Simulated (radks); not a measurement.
Results of a calculation; reference values are marked as such.
Spherical quantum dot in the effective-mass picture: electrons in a parabolic well V = omega^2 r^2 / 2 with omega = 3.76, all in effective atomic units (hartree* = m*/eps^2 hartree, bohr* = eps/m* bohr), one dielectric constant everywhere. Level of theory: non-relativistic Kohn-Sham, LDA (Slater exchange, Perdew-Wang correlation), spin-polarised, spherical densities (a radial shooting solver with Libxc functionals). Levels are named by radial order and angular momentum (1s, 1p, 1d, 2s, ...), and open shells are averaged over m. Results are scaled to m* = 0.224 and eps = 7.1, for which hartree* = 120.9 meV and bohr* = 1.677 nm.

N = 24, configuration 1s2 1p6 1d10 2s2 1f(up 4, down 0). This is the lowest configuration that the search found. Occupied and some empty levels:

level    occupation  eigenvalue (meV)  <r> (nm)
1s up             1            3369.0     1.269
1s down           1            3375.7     1.259
1p up             3            3640.4     1.626
1p down           3            3651.1     1.619
1d up             5            3933.7     1.887
1d down           5            3946.7     1.884
2s up             1            3971.8     1.689
2s down           1            3981.5     1.693
1f up             4            4246.9     2.098
1f down           0            4260.8     2.097
2p up             0            4306.1     1.911
2p down           0            4315.4     1.914
1g up             0            4577.5     2.278
1g down           0            4591.5     2.280
2d up             0            4651.8     2.114
2d down           0            4661.2     2.116

Energy (meV): total 64558.5, kinetic 12319, external 25673, Hartree 29251, exchange-correlation -2684.4.
